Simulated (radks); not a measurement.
The numbers below are computed, except where a source is named.
Excited configurations of Ba3+: one electron is placed in a higher orbital outside [Kr] 4d10 5s2 5p4. The ground configuration is [Kr] 4d10 5s2 5p5. Level of theory: non-relativistic Kohn-Sham, PBEsol, spin-polarised, spherical densities, point nucleus; open shells are filled with parallel spins first (spin-orbit coupling, left out, can overturn this in heavy ions); relativity is left out, which matters for an element this heavy (a radial shooting solver on a logarithmic mesh with Libxc functionals). Excitation = E - E(ground); binding = E(ion) - E, where the ion is the core of charge +4; n* = 4/sqrt(2 binding) in atomic units, and the quantum defect is n - n*.

outer orbital,excitation (eV),binding (eV),n*,quantum defect,eigenvalue (eV),<r> (bohr)
4f,16.454,30.546,2.670,1.330,-22.869,1.306
6p,26.602,20.398,3.267,2.733,-18.088,3.955
6d,32.201,14.799,3.835,2.165,-13.066,5.058
6f,37.721,9.279,4.844,1.156,-8.091,7.520
7s,33.219,13.781,3.975,3.025,-12.356,6.141
7d,37.605,9.395,4.814,2.186,-8.338,8.295

The Delta-SCF ionisation energy is 47.000 eV (NIST Atomic Spectra Database: 47.0 eV, semi-empirical). Self-interaction in the functional shifts the binding energies and quantum defects, so they are the method's values and not measured ones. Relativity is left out here, which matters for elements this heavy. Open shells are spherical and high-spin; term and fine-structure splittings are not resolved.
